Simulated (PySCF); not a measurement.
Match the calculated data to a structure.

All candidates are C3H5ClF2O2S.

- 13C NMR: chemical shifts (computed TMS as zero) by class: 136.0 (1 C), 29.8 (1 C), 9.6 (1 C) ppm [GIAO PBE0/pcSseg-1]
- UV, first state: lowest singlet excitation: 5.89 eV (210 nm, f = 0.005) [TDDFT PBE0/def2-SVPD]
- NMR, other nuclei: isotropic shieldings of nuclei other than C and H, by class: 37 (2 O), 280 (2 F), 155 (1 S), 396 (1 Cl) ppm [GIAO PBE0/pcSseg-1]
- Polarisability: 79.5 au [PBE0/def2-SVPD]
- Rotational structure: rotational constants A, B, C: 1.789, 1.070, 0.903 GHz [GFN2-xTB]
- UV, strongest line: among the 8 lowest singlet transitions: S2 at 6.34 eV (196 nm, f = 0.101) [TDDFT PBE0/def2-SVPD]
- 1H NMR: chemical shifts (computed TMS as zero) by class: 2.47 (2 H), 1.32 (3 H) ppm [GIAO PBE0/pcSseg-1]

Gas-phase values; electronic properties from PySCF, density fitting. Levels stand in brackets. Geometry: GFN2-xTB, one conformer, isolated molecule. NMR values are class means; diastereotopic atoms form classes of their own.

**Question.** Which candidate is it?
A. `C[C@H](C(F)F)S(=O)(=O)Cl`
B. `CCC(F)(F)S(=O)(=O)Cl`
C. `C[C@](F)(CF)S(=O)(=O)Cl`
D. `C[C@@H](F)[C@H](F)S(=O)(=O)Cl`

**Answer.** B. It is `CCC(F)(F)S(=O)(=O)Cl`. Numbering: `[CH3:1][CH2:2][C:3]([F:4])([F:5])[S:6](=[O:7])(=[O:8])[Cl:9]`. 3 carbons fall into 3 classes; from least to most shielded: CF2 carbon [C3] (136.0 ppm), chain CH2 carbon [C2] (29.8 ppm), methyl carbon [C1] (9.6 ppm). Hydrogen classes from least to most shielded: 2 H on a chain CH2 carbon, C2 (2.47 ppm), 3 H on a methyl carbon, C1 (1.32 ppm). The other shieldings belong to: 37 ppm, sulfonyl oxygen [O7/O8]; 280 ppm, fluorine of a CF2 group [F4/F5]; 155 ppm, sulfonyl sulfur [S6]; 396 ppm, chlorine bonded to S [Cl9]. S1 is mainly HOMO→LUMO (weight 0.84); the largest Löwdin shares of the orbital it empties are 0.39 on the chlorine bonded to S, 0.29 on a sulfonyl oxygen and 0.20 on a sulfonyl oxygen, of the orbital it fills 0.42 on the chlorine bonded to S, 0.26 on the sulfonyl sulfur, 0.09 on the CF2 carbon and 0.08 on a sulfonyl oxygen. The optimised geometry has point group C1 and is an asymmetric top.

The others, at the same levels:
- `C[C@@H](F)[C@H](F)S(=O)(=O)Cl` fails: its computed 13C shifts are 115.9 (1 C), 92.2 (1 C), 19.2 (1 C) ppm, 1H shifts are 5.25 (1 H), 5.25 (1 H), 1.73 (3 H) ppm and rotational constant A is 2.064 GHz (against 1.789 GHz).
- `C[C@H](C(F)F)S(=O)(=O)Cl` fails: its computed 13C shifts are 121.7 (1 C), 78.9 (1 C), 11.8 (1 C) ppm, 1H shifts are 6.25 (1 H), 3.50 (1 H), 1.63 (3 H) ppm and smallest rotational constant is 0.767 GHz (against 0.903 GHz).
- `C[C@](F)(CF)S(=O)(=O)Cl` fails: its computed 13C shifts are 117.7 (1 C), 84.0 (1 C), 18.8 (1 C) ppm, 1H shifts are 5.41 (1 H), 4.87 (1 H), 2.10 (3 H) ppm and strongest line among the 8 lowest singlet transitions is S7 at 7.85 eV (158 nm, f = 0.102) (against S2 at 6.34 eV).

Each candidate is one conformer, not necessarily the lowest. Dipoles, sizes and rotational constants follow the conformer. The torsions of the flexible species, by atom-mapped SMILES:
- `[CH3:1][CH2:2][C:3]([F:4])([F:5])[S:6](=[O:7])(=[O:8])[Cl:9]`: C1–C2–C3–F4 173°, C2–C3–S6–O7 -86°
- `[CH3:1][C@@H:2]([F:3])[C@H:4]([F:5])[S:6](=[O:7])(=[O:8])[Cl:9]`: C1–C2–C4–F5 162°, C2–C4–S6–O7 47°
- `[CH3:1][C@H:2]([CH:3]([F:4])[F:5])[S:6](=[O:7])(=[O:8])[Cl:9]`: C1–C2–C3–F4 -178°, C1–C2–S6–O7 -45°
- `[CH3:1][C@:2]([F:3])([CH2:4][F:5])[S:6](=[O:7])(=[O:8])[Cl:9]`: C1–C2–C4–F5 -60°, C1–C2–S6–O7 42°
